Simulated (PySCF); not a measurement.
Problem. What does the GFN2-xTB structure of `C[Si@@H](F)N=C=O` (methylfluoroisocyanate silane) look like in three dimensions?

Solution. 
```
atom  x, y, z in Å
C1    -1.3755   -0.6712   -0.2356
Si2   -0.1909    0.7781   -0.4816
F3    -0.6543    1.9990    0.4517
N4     1.3644    0.3967    0.1385
C5     2.3930   -0.1887    0.2334
O6     3.4115   -0.7116    0.3820
H7    -1.4682   -0.9207    0.8192
H8    -2.3699   -0.4333   -0.6036
H9    -1.0362   -1.5618   -0.7567
H10   -0.0649    1.3180   -1.8225
```

Any rigid rotation of these coordinates is as good. Atoms count from 1 in this order. Si2 (fluorine-bound silicon) is distorted tetrahedral (angles from 102.7° to 117.4°).

Bonds between heavy atoms (Å): C1–Si2 1.888, Si2–F3 1.605, Si2–N4 1.717, N4=C5 1.187, C5=O6 1.154.

The geometry is computed with GFN2-xTB (gas phase).

Point group: C1 (no symmetry element, even within 0.4 Å). No GFN2-xTB frequencies stand behind this structure, so it isn't proved a minimum. The numbers are those of one conformer (C1–Si2–N4–C5 62°).
